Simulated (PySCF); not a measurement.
Compound: C₄H₁₀OSi.
Atom-mapped SMILES: `[CH2:1]=[CH:2][CH2:3][CH2:4][O:5][SiH3:6]` (hydrogens: H7, H8 on C1; H9 on C2; H10, H11 on C3; H12, H13 on C4; H14, H15, H16 on Si6)

Cartesian coordinates in Å at the PBE0-D3(BJ)/def2-SVP level; atoms count from 1:
```
atom  x, y, z in Å
C1    -2.8099    0.3548    0.6561
C2    -1.6683   -0.2598    0.3444
C3    -0.9232   -0.0921   -0.9412
C4     0.5162    0.3533   -0.7392
O5     1.2089   -0.6247   -0.0015
Si6    2.7369   -0.3966    0.6213
H7    -3.2996    1.0425   -0.0419
H8    -3.3030    0.1907    1.6179
H9    -1.2051   -0.9396    1.0690
H10   -1.4359    0.6339   -1.5930
H11   -0.8967   -1.0555   -1.4812
H12    0.9987    0.5050   -1.7239
H13    0.5328    1.3273   -0.2110
H14    3.7346   -0.1731   -0.4725
H15    2.7632    0.7911    1.5322
H16    3.0753   -1.6338    1.3740
```

The closed-shell ground state was solved at several levels (PySCF, density fitting, gas phase, non-relativistic).

```json
{"level": "PBE0/pcSseg-1", "basis functions": "159", "total energy (Eh)": "-522.7144", "HOMO (eV)": "-7.40", "LUMO (eV)": "0.23", "gap (eV)": "7.63", "dipole (D)": "1.07"}
{"level": "CAM-B3LYP/pcSseg-2", "basis functions": "363", "total energy (Eh)": "-523.1603", "HOMO (eV)": "-8.75", "LUMO (eV)": "0.90", "gap (eV)": "9.65", "dipole (D)": "1.03"}
```

**Question.** Estimate the row for B3LYP/def2-SVPD, a basis of 207 functions; the other rows only guide the guess.

**Answer.** Total energy -522.9342 Eh, HOMO -7.21 eV, LUMO -0.19 eV, gap 7.02 eV, dipole 0.97 D.

**Question.** Over all these levels, which gives the widest orbital gap and which the narrowest?

**Answer.** CAM-B3LYP/pcSseg-2 (range-separated hybrid) has the widest, 9.65 eV, and B3LYP/def2-SVPD (global hybrid, 20 % exact exchange) the narrowest, 7.02 eV. Functional and basis both differ between the two, so the spread mixes both effects.

**Question.** How far do the dipole and the HOMO energy spread over the levels?

**Answer.** The dipole runs from 0.97 to 1.07 D (mean 1.02 D) and the HOMO from -8.75 to -7.21 eV.

One conformer stands for the species.
